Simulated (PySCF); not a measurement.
sulfur difluoride (F2S), singlet, geometry from GFN2-xTB; PySCF with SVWN5/6-31G.

Input for PySCF:
```python
from pyscf import gto, scf, dft

mol = gto.Mole()
mol.atom = '''
    F    -1.22261386   -0.51635383   -0.00299560
    S    -0.00426607    0.57046599   -0.00656447
    F     1.23019799   -0.49780793    0.01466578
'''
mol.basis = '6-31g'
mol.verbose = 4
mol.build()

mf = dft.RKS(mol)
mf.xc = 'lda,vwn'
mf.grids.atom_grid = (50, 194)
mf.kernel()
mf.analyze()
```

The log (banner, timings and long lists left out):

```
PySCF version 2.14.0

[INPUT] verbose = 4
[INPUT] num. atoms = 3
[INPUT] num. electrons = 34
[INPUT] charge = 0
[INPUT] spin (= nelec alpha-beta = 2S) = 0
[INPUT] symmetry False subgroup None
[INPUT] Mole.unit = angstrom
[INPUT] Symbol           X                Y                Z      unit          X                Y                Z       unit  Magmom
[INPUT]  1 F     -1.222613860000  -0.516353830000  -0.002995600000 AA   -2.310405351497  -0.975767322070  -0.005660863579 Bohr   0.0
[INPUT]  2 S     -0.004266070000   0.570465990000  -0.006564470000 AA   -0.008061703928   1.078024484479  -0.012405050453 Bohr   0.0
[INPUT]  3 F      1.230197990000  -0.497807930000   0.014665780000 AA    2.324737280090  -0.940720650337   0.027714307603 Bohr   0.0

nuclear repulsion = 110.821003684029
number of shells = 17
number of NR pGTOs = 90
number of NR cGTOs = 31
basis = 6-31g
ecp = {}

******** <class 'pyscf.dft.rks.RKS'> ********
method = RKS
initial guess = minao
damping factor = 0
level_shift factor = 0
DIIS = <class 'pyscf.scf.diis.CDIIS'>
diis_start_cycle = 1
diis_space = 8
diis_damp = 0
SCF conv_tol = 1e-09
SCF conv_tol_grad = None
SCF max_cycles = 50
direct_scf = True
direct_scf_tol = 1e-13
XC library pyscf.dft.libxc version 7.1.2
    S. Lehtola, C. Steigemann, M. J. T. Oliveira, and M. A. L. Marques,  SoftwareX 7, 1–5 (2018)
XC functionals = lda,vwn
    P. A. M. Dirac,  Math. Proc. Cambridge Philos. Soc. 26, 376 (1930)
    F. Bloch,  Z. Phys. 57, 545 (1929)
    S. H. Vosko, L. Wilk, and M. Nusair,  Can. J. Phys. 58, 1200 (1980)
radial grids:
    Treutler-Ahlrichs [JCP 102, 346 (1995); DOI:10.1063/1.469408] (M4) radial grids

becke partition: Becke, JCP 88, 2547 (1988); DOI:10.1063/1.454033
pruning grids: <function nwchem_prune>
grids dens level: 3
symmetrized grids: False
atomic radii adjust function: <function treutler_atomic_radii_adjust>
User specified grid scheme (50, 194)
small_rho_cutoff = 0
Set gradient conv threshold to 3.16228e-05
Initial guess from minao.
tot grids = 19528
init E= -595.458450255577
  HOMO = -0.231012414555928  LUMO = -0.100852228953533  gap/eV = 3.54184
cycle= 1 E= -594.97164661096  delta_E= 0.487  |g|= 0.687  |ddm|= 2.06
  HOMO = -0.184190952679099  LUMO = -0.0981528443384425  gap/eV = 2.34122
cycle= 2 E= -594.497804309469  delta_E= 0.474  |g|= 1.69  |ddm|= 1.87
  HOMO = -0.218492006282568  LUMO = -0.113332329058877  gap/eV = 2.86154
cycle= 3 E= -595.067440458406  delta_E= -0.57  |g|= 0.0296  |ddm|= 1.38
  HOMO = -0.221243880249439  LUMO = -0.117866377786889  gap/eV = 2.81305
cycle= 4 E= -595.067721747381  delta_E= -0.000281  |g|= 0.0214  |ddm|= 0.0862
  HOMO = -0.21953738886012  LUMO = -0.115967123797871  gap/eV = 2.81829
cycle= 5 E= -595.067862549599  delta_E= -0.000141  |g|= 0.00146  |ddm|= 0.0282
  HOMO = -0.219816487703818  LUMO = -0.116195576431822  gap/eV = 2.81967
cycle= 6 E= -595.067862967224  delta_E= -4.18e-07  |g|= 0.000399  |ddm|= 0.0019
  HOMO = -0.219786037332555  LUMO = -0.116165152646492  gap/eV = 2.81967
cycle= 7 E= -595.067862991246  delta_E= -2.4e-08  |g|= 0.000308  |ddm|= 0.000515
  HOMO = -0.219781974819229  LUMO = -0.116161232903  gap/eV = 2.81966
cycle= 8 E= -595.067863009111  delta_E= -1.79e-08  |g|= 1.85e-05  |ddm|= 0.000234
  HOMO = -0.219782347630662  LUMO = -0.116161583615941  gap/eV = 2.81966
cycle= 9 E= -595.067863009174  delta_E= -6.33e-11  |g|= 1.28e-06  |ddm|= 1.31e-05
  HOMO = -0.219782260553412  LUMO = -0.116161481107329  gap/eV = 2.81967
Extra cycle  E= -595.067863009173  delta_E= 1.36e-12  |g|= 3.24e-06  |ddm|= 4.02e-06
converged SCF energy = -595.067863009173
**** SCF Summaries ****
Total Energy =                        -595.067863009172584
Nuclear Repulsion Energy =             110.821003684028824
One-electron Energy =                -1047.876629075825804
Two-electron Energy =                  341.987762382624453
Two-electron Coulomb Energy =          385.945945227273853
DFT Exchange-Correlation Energy =      -43.958182844649379
HOMO-LUMO gap [eV] =                     2.819665029200630
**** MO energy ****
MO #1   energy= -87.8385050557524  occ= 2
MO #2   energy= -24.1319582331881  occ= 2
MO #3   energy= -24.131905717435   occ= 2
MO #4   energy= -7.77188497595737  occ= 2
MO #5   energy= -5.83413266054157  occ= 2
MO #6   energy= -5.82906433512583  occ= 2
MO #7   energy= -5.80840525630303  occ= 2
MO #8   energy= -1.15517571316364  occ= 2
MO #9   energy= -1.10785085162449  occ= 2
MO #10  energy= -0.678316626959157 occ= 2
MO #11  energy= -0.501467876881189 occ= 2
MO #12  energy= -0.457899919659239 occ= 2
MO #13  energy= -0.429736096068572 occ= 2
MO #14  energy= -0.372587373094296 occ= 2
MO #15  energy= -0.372417821203755 occ= 2
MO #16  energy= -0.371316364304007 occ= 2
MO #17  energy= -0.219782260553412 occ= 2
MO #18  energy= -0.116161481107329 occ= 0
MO #19  energy= -0.0900034299908852 occ= 0
MO #20  energy= 0.218021960253484  occ= 0
MO #21  energy= 0.283090058711327  occ= 0
MO #22  energy= 0.285419416500447  occ= 0
MO #23  energy= 0.292131922489923  occ= 0
MO #24  energy= 0.991704805429261  occ= 0
MO #25  energy= 1.07119702034882   occ= 0
 ** Mulliken pop on meta-lowdin orthogonal AOs  **
 ** Mulliken pop  **
pop of  0 F 1s            1.99993
pop of  0 F 2s            1.91820
pop of  0 F 3s            0.00358
pop of  0 F 2px           1.67104
pop of  0 F 2py           1.70784
pop of  0 F 2pz           1.99988
pop of  0 F 3px           0.00039
pop of  0 F 3py           0.00064
pop of  0 F 3pz           0.00037
pop of  1 S 1s            2.00000
pop of  1 S 2s            1.99975
pop of  1 S 3s            1.85601
pop of  1 S 4s            0.01506
pop of  1 S 2px           1.99965
pop of  1 S 2py           1.99970
pop of  1 S 2pz           1.99994
pop of  1 S 3px           0.61634
pop of  1 S 3py           0.86470
pop of  1 S 3pz           1.99591
pop of  1 S 4px           0.02663
pop of  1 S 4py           0.01916
pop of  1 S 4pz           0.00339
pop of  2 F 1s            1.99993
pop of  2 F 2s            1.91820
pop of  2 F 3s            0.00358
pop of  2 F 2px           1.66501
pop of  2 F 2py           1.71395
pop of  2 F 2pz           1.99981
pop of  2 F 3px           0.00039
pop of  2 F 3py           0.00064
pop of  2 F 3pz           0.00037
 ** Mulliken atomic charges  **
charge of    0F =     -0.30187
charge of    1S =      0.60375
charge of    2F =     -0.30188
Dipole moment(X, Y, Z, Debye): -0.01188,  1.58062, -0.01819
```
